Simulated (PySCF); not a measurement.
An unknown gives this computed stick spectrum. Method: PySCF, TDDFT wB97X-D/def2-SVPD, vertical, gas phase, core orbitals frozen in the response. Geometries: GFN2-xTB, one conformer each.

```
state  E (eV)       f
   S1    3.16  0.0014
   S2    6.34  0.0093
   S3    6.78   0.047
   S4    7.28   0.025
   S5    7.84  0.0090
   S6    8.04   0.022
   S7    8.12   0.024
   S8    8.19   0.050
```

Triplets computed (Tamm–Dancoff): 2.51, 5.73, 6.09 eV.

**Question.** Which structure fits? All have the formula C3H7FOSi.
A. `FC[C@H]1C[SiH2]O1`
B. `C[Si@@H]1OC[C@H]1F`
C. `C(=O)[C@@H](CF)[SiH3]`
D. `CC[Si@@H](F)C=O`
E. `[SiH3]OC/C=C/F`

**Answer.** D. Its S1, at 3.16 eV, is the lowest among the candidates; the nearest of the others has S1 at 4.41 eV. S1 is HOMO→LUMO (97%). Löwdin shares by element: HOMO oxygen 49%, carbon 21% or more, silicon 11%, hydrogen 10% or more; LUMO carbon 40% or more, oxygen 33%, silicon 11%, hydrogen 6% or more. At the same level the other candidates give, for their lowest levels:
- `C[Si@@H]1OC[C@H]1F`: 6.64 eV (f 0.028); 6.97 eV (f 0.019); 7.72 eV (f 0.011); 7.77 eV (f 0.010); 8.01 eV (f 0.014); T1 6.18 eV; HOMO -9.70, LUMO 1.71 eV
- `FC[C@H]1C[SiH2]O1`: 6.59 eV (f 0.001); 6.95 eV (f 0.054); 7.59 eV (f 0.011); 7.85 eV (f 0.011); 8.14 eV (f 0.023); T1 6.32 eV; HOMO -10.02, LUMO 1.32 eV
- `F/C=C/CO[SiH3]`: 7.06 eV (f 0.000); 7.46 eV (f 0.010); 7.52 eV (f 0.351); 7.66 eV (f 0.016); 7.92 eV (f 0.002); T1 4.61 eV; HOMO -9.22, LUMO 1.74 eV
- `O=C[C@H]([SiH3])CF`: 4.41 eV (f 0.001); 7.27 eV (f 0.123); 7.47 eV (f 0.071); 7.98 eV (f 0.001); 8.19 eV (f 0.035); T1 3.87 eV; HOMO -9.64, LUMO 0.74 eV

Conformer computed: `[CH3:1][CH2:2][Si@@H:3]([F:4])[CH:5]=[O:6]`: C1–C2–Si3–F4 -62°, C2–Si3–C5–O6 70°.
